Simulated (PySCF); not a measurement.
C2H7AlO, charge -1, multiplicity 2. Atoms are numbered in the order given.

```xyz
11

Al     0.2928    -0.2256    -0.2711
C     -1.4923    -1.1378    -0.1209
H     -1.4214    -2.2009     0.1684
H     -2.0868    -1.0913    -1.0515
H     -2.0881    -0.6319     0.6676
C      0.0544     1.7004    -0.8326
H      0.9987     2.2723    -0.8750
H     -0.6017     2.2178    -0.1006
H     -0.4258     1.8029    -1.8235
O      1.0591    -0.3447     1.3572
H      1.9739    -0.0544     1.4024
```
Charge -1, spin multiplicity 2.

Coordinates come from a r2SCAN-D4/def2-SVPD optimisation. The spin state was assumed, not searched. The isomer is the one that the SMILES or the coordinates give; other isomers of the formula were not compared. One conformer was computed; it need not be the lowest.

Method: PBE/def2-SVPD (PySCF).

Mulliken values depend strongly on the basis, most of all with diffuse functions as here. ESP charges are fitted to the potential on shells at 1.4 to 2.0 van der Waals radii. Atomic charges (e):

| atom | meta-Löwdin | ESP fit | Mulliken spin |
|---|---|---|---|
| Al1 | 0.32 | -0.81 | 0.97 |
| C2 | (withheld) | 0.60 | -0.04 |
| H3 | 0.08 | -0.20 | -0.01 |
| H4 | 0.08 | -0.24 | -0.01 |
| H5 | 0.07 | -0.13 | 0.02 |
| C6 | (withheld) | 0.68 | -0.01 |
| H7 | 0.08 | -0.25 | -0.01 |
| H8 | 0.07 | -0.15 | 0.03 |
| H9 | 0.08 | -0.27 | -0.02 |
| O10 | (withheld) | -0.51 | 0.09 |
| H11 | (withheld) | 0.26 | -0.01 |

Question: Complete the blanks. (The exact figures need the calculation; the answer reports its results.)

Answer: 
- C2, meta-Löwdin: -0.62
- C6, meta-Löwdin: -0.63
- O10, meta-Löwdin: -0.81
- H11, meta-Löwdin: 0.29
